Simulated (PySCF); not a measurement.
Two species compared at the same levels of theory.

First species: C3H11FSi2.
SMILES: `C([SiH2]C)[C@@H](F)[SiH3]`

Second species: C3H11FSi2.
Atom-mapped SMILES: `[CH3:1][SiH2:2][C@H:3]([F:4])[CH2:5][SiH3:6]` (hydrogens: H7, H8, H9 on C1; H10, H11 on Si2; H12 on C3; H13, H14 on C5; H15, H16, H17 on Si6)

Levels: B3LYP/def2-SVPD for dipole moment, HOMO energy, LUMO energy, HOMO–LUMO gap, static isotropic polarisability and electronic spatial extent ⟨r²⟩ about the centre of nuclear charge; TDDFT B3LYP/def2-SVPD for lowest singlet excitation; TDA B3LYP/def2-SVPD for lowest triplet excitation (Tamm–Dancoff); GFN2-xTB for rotational constant A and rotational constant C. Geometries: GFN2-xTB. Each species is one conformer at its optimised geometry, gas phase, non-relativistic unless stated. Electronic properties by PySCF.

Dipoles, sizes and rotational constants follow the conformer. The torsions of the flexible species, by atom-mapped SMILES:
- `[CH3:1][SiH2:2][CH2:3][C@@H:4]([F:5])[SiH3:6]`: C1–Si2–C3–C4 -77°, Si2–C3–C4–F5 54°
- `[CH3:1][SiH2:2][C@H:3]([F:4])[CH2:5][SiH3:6]`: C1–Si2–C3–F4 61°, Si2–C3–C5–Si6 177°

```
                                                         property    column X    column Y
                                                    dipole moment      1.23 D      1.74 D
                                                      HOMO energy    -7.66 eV    -7.62 eV
                                                      LUMO energy     0.05 eV     0.06 eV
                                                    HOMO–LUMO gap     7.71 eV     7.68 eV
                                        lowest singlet excitation     6.81 eV     6.80 eV
                         lowest triplet excitation (Tamm–Dancoff)     6.50 eV     6.58 eV
                                  static isotropic polarisability     93.9 au     93.7 au
electronic spatial extent ⟨r²⟩ about the centre of nuclear charge  1315 bohr²  1297 bohr²
                                            rotational constant A   4.753 GHz   4.366 GHz
                                            rotational constant C   0.918 GHz   0.976 GHz
```

(1) Which column belongs to which species?

(2) How does each property change from the first species to the second?

Results:

(1) Column X is the first species and column Y the second. The first has 17 atoms and 66 electrons, the second 17 and 66.

(2) dipole moment +0.51 D; HOMO energy +0.04 eV; LUMO energy +0.01 eV; HOMO–LUMO gap -0.03 eV; lowest singlet excitation -0.01 eV; lowest triplet excitation (Tamm–Dancoff) +0.08 eV; static isotropic polarisability -0.2 au; electronic spatial extent ⟨r²⟩ about the centre of nuclear charge -18 bohr²; rotational constant A -0.387 GHz; rotational constant C +0.058 GHz.

On the first: A dipole of 1.23 D is allowed in C1, and pure rotational transitions are dipole-allowed. The polarisability is 13.92 Å³ as a volume (1 au = 0.148185 Å³), or 1.42 au for each of the 66 electrons.

On the second: The 8 singlets span 6.80 to 8.14 eV, and their oscillator strengths add up to 0.44. The principal polarisabilities are 82.1, 87.2 and 111.7 au; their mean is the isotropic value.
